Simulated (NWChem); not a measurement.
System: BaClF; SMILES [F][Ba][Cl]

Computed with NWChem. def2 effective core potentials on Ba; no spin-orbit coupling. Each level has its own optimisation; frequencies are unscaled.

```tsv
level	r Ba–F (Å)	r Ba–Cl (Å)	highest harmonic frequency (cm⁻¹)	lowest (cm⁻¹)	zero-point energy (kcal/mol)
PBE/def2-SVP	2.235	2.774	481	68	1.2
CAM-B3LYP/def2-SVP	2.230	2.787	494	67	1.2
PBE0/def2-SVP	2.227	2.775	491	68	1.2
```
